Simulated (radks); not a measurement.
The numbers below are computed, except where a source is named.
Neutral hafnium inside a hard spherical wall (all orbitals vanish at R), configuration held at [Xe] 4f14 5d2 6s2 and not refilled when levels cross. Level of theory: scalar-relativistic Kohn-Sham, PBE, spin-polarised, spherical densities, finite nucleus; open shells are filled with parallel spins first (spin-orbit coupling, left out, can overturn this in heavy ions); Fermi nuclear charge, rms radius 5.347 fm (a radial shooting solver on a logarithmic mesh with Libxc functionals). Eigenvalues in eV for spin up, with the zero of energy where the potential of the charges vanishes at infinity; a dash marks a level that is unbound or too diffuse for the functional's potential to be trusted. A positive occupied level is held by the wall or, in an anion where self-interaction has pushed it up, behind a barrier. The pressure on the wall is -dE/dV.

\begin{tabular}{lrrrrrrrrr}
R (bohr) & E (hartree) & kinetic (hartree) & e(5p) & e(4f) & e(6s) & e(5d) & e(6p, empty) & e(7s, empty) & pressure (GPa) \\ \hline
free & -15076.1807 & 16513.207 & -35.836 & -16.745 & -5.427 & -3.095 & -1.559 & - & 0 \\
20 & -15076.1807 & 16513.207 & -35.836 & -16.745 & -5.427 & -3.095 & -1.559 & - & < 0.0001 \\
15 & -15076.1807 & 16513.207 & -35.835 & -16.745 & -5.426 & -3.094 & -1.554 & 0.154 & < 0.0001 \\
8 & -15076.1722 & 16513.272 & -35.410 & -16.310 & -5.105 & -2.726 & -0.821 & 4.564 & 0.335 \\
5 & -15075.9578 & 16514.271 & -31.796 & -12.486 & -1.142 & 0.666 & 5.630 & 25.523 & 23.5 \\
2.5 & -15069.5525 & 16537.765 & -6.524 & 16.350 & 65.701 & 34.298 & 91.557 & 218.89 & 4550 \\
1.5 & -15013.8997 & 16715.695 & 118.74 & 117.44 & 416.88 & 194.02 & 477.09 & 938.09 & 180000 \\
\end{tabular}
